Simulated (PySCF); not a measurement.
## Correlation energy of Ti⁷⁺ (titanium, charge +7)

[Ne] 3s2 3p3, high-spin 4S determinant. All numbers are calculated (PySCF 2.14, no relativity, point nucleus, in an even-tempered Gaussian basis (18 s from 0.32 bohr⁻², ratio 2.5; 12 p from 0.42 bohr⁻², ratio 2.5; 5 d from 2.8 bohr⁻², ratio 2.7; 5 f from 4.2 bohr⁻², ratio 2.7)). Frozen: 1s2; 13 electrons correlated; the 21 highest virtual orbitals of each spin left out.

```tsv
level	correlation energy (mhartree)
CCSD	-456.92
(T)	-3.32
CCSD(T)	-460.24
```

Diagnostics: T1 = 0.0022, D1 = 0.0074, largest double amplitude 0.045.

Cost of the coupled-cluster step: roughly 30 core-seconds, for 13 correlated electrons.

Iterations:

```
CC2 = 0
CCSD nocc = (np.int64(8), np.int64(5)), nmo = (92, 92)
frozen orbitals [[0, 93, 94, 95, 96, 97, 98, 99, 100, 101, 102, 103, 104, 105, 106, 107, 108, 109, 110, 111, 112, 113], [0, 93, 94, 95, 96, 97, 98, 99, 100, 101, 102, 103, 104, 105, 106, 107, 108, 109, 110, 111, 112, 113]]
max_cycle = 100
direct = 0
conv_tol = 1e-08
conv_tol_normt = 1e-06
diis_space = 8
diis_start_cycle = 0
Init t2, MP2 energy = -0.441848030509882
Init E_corr(UCCSD) = -0.441848030509925
cycle = 1  E_corr(UCCSD) = -0.453016327069576  dE = -0.0111682966  norm(t1,t2) = 0.0223107
cycle = 2  E_corr(UCCSD) = -0.455997195856132  dE = -0.00298086879  norm(t1,t2) = 0.00606536
cycle = 3  E_corr(UCCSD) = -0.456928747826006  dE = -0.00093155197  norm(t1,t2) = 0.00183514
cycle = 4  E_corr(UCCSD) = -0.456921157343977  dE = 7.59048203e-06  norm(t1,t2) = 0.000121307
cycle = 5  E_corr(UCCSD) = -0.456918961417917  dE = 2.19592606e-06  norm(t1,t2) = 7.30115e-06
cycle = 6  E_corr(UCCSD) = -0.456919212892481  dE = -2.51474564e-07  norm(t1,t2) = 8.78514e-07
cycle = 7  E_corr(UCCSD) = -0.456919209858821  dE = 3.03366082e-09  norm(t1,t2) = 8.48746e-08
UCCSD converged
E(UCCSD) = -832.6008272257756  E_corr = -0.4569192098588206
UCCSD(T) correction = -0.00331976995043882
```
